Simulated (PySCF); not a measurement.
Charge-transfer reorganisation: `InChI=1S/C5H7PSi/c7-5-3-1-2-4-6-5/h1-4H,7H3`

Molfile (atoms numbered from 1):
```
C5H7PSi
     RDKit          3D

 14 14  0  0  0  0  0  0  0  0999 V2000
    2.6748   -0.2821    0.2069 Si  0  0  0  0  0  4  0  0  0  0  0  0
    0.7821   -0.2252    0.1192 C   0  0  0  0  0  0  0  0  0  0  0  0
    0.1224    1.0169    0.0295 C   0  0  0  0  0  0  0  0  0  0  0  0
   -1.2738    1.1718   -0.0379 C   0  0  0  0  0  0  0  0  0  0  0  0
   -2.1634    0.0848   -0.0214 C   0  0  0  0  0  0  0  0  0  0  0  0
   -1.7377   -1.2475    0.0622 C   0  0  0  0  0  0  0  0  0  0  0  0
   -0.0697   -1.7721    0.1584 P   0  0  0  0  0  0  0  0  0  0  0  0
    3.2520   -1.0550   -0.9488 H   0  0  0  0  0  0  0  0  0  0  0  0
    3.2011    1.1283    0.1629 H   0  0  0  0  0  0  0  0  0  0  0  0
    3.1416   -0.9378    1.4791 H   0  0  0  0  0  0  0  0  0  0  0  0
    0.7323    1.9380    0.0102 H   0  0  0  0  0  0  0  0  0  0  0  0
   -1.6858    2.1909   -0.1062 H   0  0  0  0  0  0  0  0  0  0  0  0
   -3.2452    0.2946   -0.0775 H   0  0  0  0  0  0  0  0  0  0  0  0
   -2.5043   -2.0420    0.0685 H   0  0  0  0  0  0  0  0  0  0  0  0
  1  2  1  0
  2  3  2  0
  3  4  1  0
  4  5  2  0
  5  6  1  0
  6  7  2  0
  7  2  1  0
  1  8  1  0
  1  9  1  0
  1 10  1  0
  3 11  1  0
  4 12  1  0
  5 13  1  0
  6 14  1  0
M  END
```

Method: UKS PBE/def2-SVP four-point reorganisation energy, gas phase (PySCF). Geometry: PBE/def2-SVP.

Question: What is the inner reorganisation energy for hole transfer, with the ionisation energy?

Answer: λ = 0.150 (surface of the oxidised species) + 0.273 (surface of the starting species) = 0.423 eV. The ionisation energy is 8.86 eV vertical and 8.71 eV adiabatic without zero-point energy; at the relaxed geometry of the oxidised species the two energies differ by 8.44 eV. Largest bond changes: P7–C2 1.766 → 1.794 Å, Si1–C2 1.896 → 1.921 Å, C4–C5 1.405 → 1.428 Å, C6–P7 1.751 → 1.769 Å, C5–C6 1.401 → 1.389 Å. ⟨S²⟩ of the relaxed oxidised species 0.758.

Question: What is the inner reorganisation energy for electron transfer, with the electron affinity?

Answer: λ = 0.187 (surface of the reduced species) + 0.188 (surface of the starting species) = 0.375 eV. The electron affinity is -0.08 eV vertical and 0.11 eV adiabatic without zero-point energy; at the relaxed geometry of the reduced species the two energies differ by 0.30 eV. Largest bond changes: P7–C2 1.766 → 1.842 Å, Si1–C2 1.896 → 1.841 Å, C6–P7 1.751 → 1.797 Å, C4–C5 1.405 → 1.438 Å, Si1–H8 1.505 → 1.529 Å. ⟨S²⟩ of the relaxed reduced species 0.754.

The highest occupied orbital of the reduced species is unbound in this basis, so its energies are rough.
